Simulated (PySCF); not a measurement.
Two-photon absorption: diethyl sulfone, C₄H₁₀O₂S

Geometry:
| atom | x (Å) | y (Å) | z (Å) |
| --- | --- | --- | --- |
| C1 | 2.835 | 0.360 | 0.693 |
| C2 | 1.533 | -0.354 | 0.387 |
| S3 | 0.161 | 0.702 | 0.875 |
| O4 | 0.206 | 0.847 | 2.332 |
| O5 | 0.184 | 1.889 | 0.018 |
| C6 | -1.312 | -0.243 | 0.462 |
| C7 | -2.536 | 0.573 | 0.828 |
| H8 | 2.907 | 0.582 | 1.767 |
| H9 | 2.891 | 1.308 | 0.138 |
| H10 | 3.690 | -0.268 | 0.404 |
| H11 | 1.423 | -1.291 | 0.952 |
| H12 | 1.405 | -0.556 | -0.687 |
| H13 | -1.256 | -0.455 | -0.616 |
| H14 | -1.249 | -1.186 | 1.025 |
| H15 | -2.537 | 0.799 | 1.904 |
| H16 | -2.543 | 1.522 | 0.275 |
| H17 | -3.452 | 0.016 | 0.584 |

Method used: TDDFT CAM-B3LYP/aug-cc-pVDZ excited states, vertical, gas phase in PySCF. Geometry: PBE0-D3(BJ)/def2-SVP.

Singlets 4 and 5 lie within 0.01 eV of each other, so their separate moments and overlaps can depend on how they mix.

Q: How strongly do the lowest singlets absorb one photon, and two photons of half the energy?

A: δ for parallel linear polarisation; σ at the peak of a Lorentzian of half width 0.1 eV, single beam; Ω is circular over linear.
| state | E (eV) | f | photon λ (nm) | δ (au) | σ (GM) | Ω | main |
| --- | --- | --- | --- | --- | --- | --- | --- |
| S1 | 7.06 | 0.011 | 351 | 5.67 | 0.10 | 1.50 | HOMO→LUMO 0.85 |
| S2 | 7.52 | 0.011 | 330 | 0.57 | 0.01 | 1.50 | HOMO−1→LUMO 0.80 |
| S3 | 7.84 | 0.000 | 316 | 16.7 | 0.38 | 1.50 | HOMO→LUMO+2 0.62, HOMO−2→LUMO 0.25 |
| S4 | 7.93 | 0.000 | 313 | 28.7 | 0.66 | 1.50 | HOMO→LUMO+3 0.74 |
| S5 | 7.93 | 0.012 | 313 | 76.9 | 1.77 | 0.12 | HOMO→LUMO+1 0.78, HOMO−3→LUMO 0.11 |
| S6 | 8.12 | 0.000 | 306 | 6.89 | 0.17 | 1.50 | HOMO−2→LUMO 0.43, HOMO→LUMO+2 0.28 |

Among these, the strongest one-photon state is S5, the strongest two-photon state S5, with a dipole change of 6.3 D (relaxed, norm of the difference vector).
